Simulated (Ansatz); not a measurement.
Which is lower?

The two ends of one reaction step of TiH2Cl4O2, closed shell (PBE0-D4/def2-TZVP).

A:

Ti1  (-0.104, 0.135, -0.845)
Cl2  (2.127, -0.230, -0.644)
Cl3  (-0.536, -1.395, -2.315)
Cl4  (-2.205, 0.362, -0.017)
Cl5  (0.013, 2.027, -1.893)
H6  (1.042, -1.172, 1.243)
O7  (0.099, -0.921, 1.255)
O8  (0.237, 0.494, 1.465)
H9  (-0.674, 0.700, 1.751)
(Å)

B:

```
9
angstrom
Ti -0.9822 0.2514 -0.7267
Cl 3.4593 -1.0332 0.5931
Cl -1.0912 -1.3720 -2.1646
Cl -2.9756 0.4994 0.1461
Cl -0.2345 2.0105 -1.7599
H 2.1821 -0.9133 0.4850
O 0.2120 -0.5528 0.4301
O -0.0084 0.6840 1.1203
H -0.5615 0.4261 1.8765
```

Program: Ansatz 0.2.0. Basis: def2-TZVPP. Cores are frozen in the correlated methods. B3LYP uses VWN-RPA correlation.

(1) Which structure is lower at CCSD(T), and by how much? (An estimate is asked for; the value comes from the calculation.)

(2) Do the other methods give the same order? (A judgement: the text doesn't fix the answer.)

T1 diagnostic: at most 0.024.

## Answers

(1) The calculation gives: B, by 7.7 kJ/mol (electronic energy, against the other). By their contacts, A is TiH₂Cl₄O₂ ([Cl][Ti]1([Cl])([Cl])([Cl])[OH][OH]1) and B is a complex of TiHCl₃O₂ ([Cl][Ti]1([Cl])([Cl])[O][OH]1) + HCl.

(2) The calculation gives: Not all: SPW92, r2SCAN-D4, B97M-V, r2SCAN0-D4, wB97M-V, PBE-QIDH, MP2 give the other order.

| method | E(B) − E(A) (kJ/mol) |
| --- | --- |
| SPW92 | 20.8 |
| PBE-D4 | -3.8 |
| BLYP-D4 | -13.8 |
| r2SCAN-D4 | 1.4 |
| B97M-V | 0.1 |
| PBE0-D4 | -1.6 |
| B3LYP-D4 | -11.0 |
| r2SCAN0-D4 | 2.5 |
| BHLYP-D4 | -7.5 |
| CAM-B3LYP-D4 | -12.4 |
| wB97X-V | -7.0 |
| wB97M-V | 1.0 |
| B2PLYP | -8.6 |
| PBE-QIDH | 2.3 |
| RPA on PBE | -12.0 |
| HF | -27.3 |
| MP2 | 2.2 |
| CCSD | -14.6 |
| CCSD(T) | -7.7 |

Labels in which every atom is bracketed show which atoms are joined, not bond orders.

For scale, one of the runs: CCSD(T)/def2-TZVPP, 322 basis functions, launched by `ansatz run in.yaml --threads 4 --pin off --events-out ev --progress --plain --max-ram 46080MiB --backend cuda --devices 0, --max-vram 37GiB`. The run took 15 s on 4 CPU threads of an AMD EPYC 7R13 and a share of one NVIDIA H100 (shared host), with 0.86 GiB of host memory at its peak.
